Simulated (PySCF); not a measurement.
C$_{5}$H$_{4}$N (SMILES [c-]1ccncc1), charge -1, singlet, at a GFN2-xTB geometry; HF/def2-SVP (PySCF).

Input for PySCF:
```python
from pyscf import gto, scf

mol = gto.M(
    atom='''
N    -0.00257057    0.00016295    1.38395379
C     0.00286033   -0.00018132   -1.53995306
C     0.01440886    1.12439782    0.66353930
C    -0.01687418   -1.12424154    0.66374596
C    -0.01481043   -1.15986852   -0.71297161
C     0.01745938    1.15970060   -0.71318479
H     0.02606951    2.04296628    1.26508679
H    -0.03076978   -2.04266832    1.26546228
H    -0.02765064   -2.14691273   -1.19244289
H     0.03208109    2.14663188   -1.19283749
''',
    basis='def2-svp',
    charge=-1,
    verbose=4,
)

mf = scf.RHF(mol)
mf.kernel()
```

Output, abridged:

```
PySCF version 2.14.0

[INPUT] verbose = 4
[INPUT] num. atoms = 10
[INPUT] num. electrons = 42
[INPUT] charge = -1
[INPUT] spin (= nelec alpha-beta = 2S) = 0
[INPUT] symmetry False subgroup None
[INPUT] Mole.unit = angstrom
[INPUT] Symbol           X                Y                Z      unit          X                Y                Z       unit  Magmom
[INPUT]  1 N     -0.002570570000   0.000162950000   1.383953790000 AA   -0.004857673284   0.000307930872   2.615293632154 Bohr   0.0
[INPUT]  2 C      0.002860330000  -0.000181320000  -1.539953060000 AA    0.005405240326  -0.000342645141  -2.910089528086 Bohr   0.0
[INPUT]  3 C      0.014408860000   1.124397820000   0.663539300000 AA    0.027228799167   2.124803934858   1.253907549886 Bohr   0.0
[INPUT]  4 C     -0.016874180000  -1.124241540000   0.663745960000 AA   -0.031887578777  -2.124508608459   1.254298080687 Bohr   0.0
[INPUT]  5 C     -0.014810430000  -1.159868520000  -0.712971610000 AA   -0.027987656487  -2.191833843305  -1.347321077490 Bohr   0.0
[INPUT]  6 C      0.017459380000   1.159700600000  -0.713184790000 AA    0.032993446505   2.191516520494  -1.347723929305 Bohr   0.0
[INPUT]  7 H      0.026069510000   2.042966280000   1.265086790000 AA    0.049264234102   3.860646750922   2.390667556905 Bohr   0.0
[INPUT]  8 H     -0.030769780000  -2.042668320000   1.265462280000 AA   -0.058146457113  -3.860083688125   2.391377130168 Bohr   0.0
[INPUT]  9 H     -0.027650640000  -2.146912730000  -1.192442890000 AA   -0.052252136769  -4.057077073042  -2.253390481285 Bohr   0.0
[INPUT] 10 H      0.032081090000   2.146631880000  -1.192837490000 AA    0.060624473878   4.056546343460  -2.254136167214 Bohr   0.0

nuclear repulsion = 196.441839089557
number of shells = 48
number of NR pGTOs = 172
number of NR cGTOs = 104
basis = def2-svp
ecp = {}

******** <class 'pyscf.scf.hf.RHF'> ********
method = RHF
initial guess = minao
damping factor = 0
level_shift factor = 0
DIIS = <class 'pyscf.scf.diis.CDIIS'>
diis_start_cycle = 1
diis_space = 8
diis_damp = 0
SCF conv_tol = 1e-09
SCF conv_tol_grad = None
SCF max_cycles = 50
direct_scf = True
direct_scf_tol = 1e-13
Set gradient conv threshold to 3.16228e-05
Initial guess from minao.
init E= -247.285429073071
  HOMO = -0.164498683275043  LUMO = 0.0168857208292268  gap/eV = 4.93572
cycle= 1 E= -245.77156274417  delta_E= 1.51  |g|= 0.482  |ddm|= 3.72
  HOMO = -0.0358806105446252  LUMO = 0.331902506625884  gap/eV = 10.00789
cycle= 2 E= -245.840501281985  delta_E= -0.0689  |g|= 0.215  |ddm|= 0.839
  HOMO = -0.109901674004871  LUMO = 0.330260943407911  gap/eV = 11.97743
cycle= 3 E= -245.852887156075  delta_E= -0.0124  |g|= 0.0757  |ddm|= 0.464
  HOMO = -0.0994005697172433  LUMO = 0.333899804746316  gap/eV = 11.79070
cycle= 4 E= -245.855060279728  delta_E= -0.00217  |g|= 0.017  |ddm|= 0.145
  HOMO = -0.101389832113227  LUMO = 0.334820956125442  gap/eV = 11.86990
cycle= 5 E= -245.85516410171  delta_E= -0.000104  |g|= 0.00689  |ddm|= 0.0416
  HOMO = -0.101243705451003  LUMO = 0.334887509935043  gap/eV = 11.86773
cycle= 6 E= -245.85519100034  delta_E= -2.69e-05  |g|= 0.00207  |ddm|= 0.0218
  HOMO = -0.101784279888665  LUMO = 0.334716733262138  gap/eV = 11.87780
cycle= 7 E= -245.855195350619  delta_E= -4.35e-06  |g|= 0.000696  |ddm|= 0.00997
  HOMO = -0.101751008115593  LUMO = 0.334839581329902  gap/eV = 11.88024
cycle= 8 E= -245.855195834295  delta_E= -4.84e-07  |g|= 0.000327  |ddm|= 0.00222
  HOMO = -0.101792786986635  LUMO = 0.334815538790966  gap/eV = 11.88072
cycle= 9 E= -245.855195975238  delta_E= -1.41e-07  |g|= 0.000135  |ddm|= 0.00103
  HOMO = -0.101806367890997  LUMO = 0.334821972709031  gap/eV = 11.88126
cycle= 10 E= -245.855195999559  delta_E= -2.43e-08  |g|= 2.87e-05  |ddm|= 0.000549
  HOMO = -0.101800210349425  LUMO = 0.334825267517573  gap/eV = 11.88118
cycle= 11 E= -245.855196000143  delta_E= -5.84e-10  |g|= 1.22e-05  |ddm|= 8.2e-05
  HOMO = -0.101803188331053  LUMO = 0.334825336557904  gap/eV = 11.88127
Extra cycle  E= -245.855196000212  delta_E= -6.92e-11  |g|= 5.13e-06  |ddm|= 2.26e-05
converged SCF energy = -245.855196000212
```
